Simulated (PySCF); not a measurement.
`C(Br)(Br)Br`. The calculation used PBE0-D3(BJ)/def2-SVP geometry optimisation, gas phase (PySCF 2.14.0).

```
atom  x, y, z in Å
Br1    0.1681    1.5694   -1.0436
C2     0.0491    0.0245    0.0991
Br3    1.1648   -1.4144   -0.5257
Br4   -1.7738   -0.5401    0.3526
H5     0.4300    0.3231    1.0796
```

(1) Work out the bond lengths Br1–C2, C2–Br3, C2–Br4, C2–H5 in pm.

(2) How far apart are these pairs, which share no bond: Br1···H5, Br3···H5, Br4···H5?

(3) What are the angles Br4–C2–H5, Br1–C2–Br3, Br1–C2–H5, Br1–C2–Br4, Br3–C2–Br4?

(4) What is the repulsion energy of the bare nuclei, Σ ZA·ZB/RAB?

(5) Write the matrix of distances between heavy atoms (Å, lower triangle).

Answers

(1) For Br1–C2 the difference vector is (-0.1190, -1.5449, 1.1427) Å, of length 1.9253 Å. Br1–C2 192.5; C2–Br3 192.5; C2–Br4 192.5; C2–H5 109.3 pm.

(2) Br1···H5 2.476 Å (2 bonds apart); Br3···H5 2.477 Å (2 bonds apart); Br4···H5 2.476 Å (2 bonds apart).

(3) From the scalar product of the two bond vectors; for Br4–C2–H5 it is -0.6144 Å² over 1.9251 × 1.0934 Å², cos θ = -0.2919. Br4–C2–H5 107.0°; Br1–C2–Br3 111.8°; Br1–C2–H5 107.0°; Br1–C2–Br4 111.8°; Br3–C2–Br4 111.9°.

(4) 808.37 Eh over 10 pairs, with full nuclear charges and distances in bohr; the largest single term is 203.32 Eh (Br1 with Br3).

(5) 
```
Br1   0.000
C2    1.925  0.000
Br3   3.188  1.925  0.000
Br4   3.189  1.925  3.189  0.000
```

No frequency check.

The run took 68 s wall on one thread of an Arm Neoverse N1, on a shared host, and the process peaked at 0.50 GiB of memory. This is the geometry optimisation.
